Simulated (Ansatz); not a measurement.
Geometry optimisation, Ansatz, RKS PBE-D4/def2-SVP.

Input:

```yaml
crystal:
  periodic: [false, false, false]
  atoms:
    - { symbol: W, position_ang: [-0.133809, 0.007918, -0.30537] }
    - { symbol: H, position_ang: [0.336253, -0.56501, 1.235587] }
    - { symbol: H, position_ang: [1.54391, -0.180467, -0.127866] }
    - { symbol: H, position_ang: [0.856505, 1.144538, -1.086852] }
    - { symbol: F, position_ang: [-1.465891, 0.824903, 0.761066] }
    - { symbol: H, position_ang: [0.475273, -1.552412, -0.187114] }
    - { symbol: F, position_ang: [-1.021117, -0.819493, -1.736708] }
    - { symbol: P, position_ang: [1.647803, 2.254092, 1.935965] }
    - { symbol: H, position_ang: [2.752873, 1.333015, 1.881996] }
    - { symbol: H, position_ang: [1.870277, 2.7158, 0.592252] }
    - { symbol: H, position_ang: [0.715023, 1.226917, 1.566044] }
basis:
  gaussian: { orbitals: def2-SVP }
hamiltonian:
  xc: pbe
  dispersion: d4
relax:
  f_tol: 0.03
  max_steps: 50
```

Launched with:

```bash
$ ansatz run input.yaml --threads 2 --pin off --max-ram 3072MiB --backend cpu --events-out ev --progress --plain --runs-dir out
```

Where does it end, and by what steps?

The run converged. The force dipped under the threshold on the way, but the program's further checks kept it going. After 30 steps the energy has fallen by 0.103 eV; H9 moved furthest, 1.06 Å.

```tsv
step	energy less start (eV)	largest force component (eV/Å)	accepted
0	0.0000	0.320	yes
2	-0.0155	0.081	yes
4	-0.0150	0.384	no
6	-0.0260	0.147	yes
8	-0.0275	0.167	no
10	-0.0303	0.111	yes
12	-0.0316	0.023	yes
14	-0.0328	0.313	no
16	-0.0350	0.039	yes
18	-0.0433	0.258	yes
20	-0.0654	0.435	yes
22	-0.0920	0.139	yes
24	-0.0992	0.034	yes
26	-0.1009	0.085	yes
28	-0.1020	0.100	yes
30	-0.1025	0.011	yes
```

```xyz
11
Properties=species:S:1:pos:R:3
W 0.056 0.091 -0.207
H 0.081 -0.602 1.341
H 1.552 -0.618 0.192
H 1.466 0.783 -0.849
F -1.215 1.216 0.646
H 0.105 -1.581 -0.076
F -0.780 -0.399 -1.820
P 1.631 2.064 1.850
H 2.760 1.894 0.978
H 0.881 2.823 0.888
H 1.041 0.719 1.586
```

Whether the end is a true minimum wasn't checked by a vibrational analysis.

Run time: 74 s on 2 threads of Arm Neoverse V2, with other jobs on the host, peak memory 0.15 GiB.
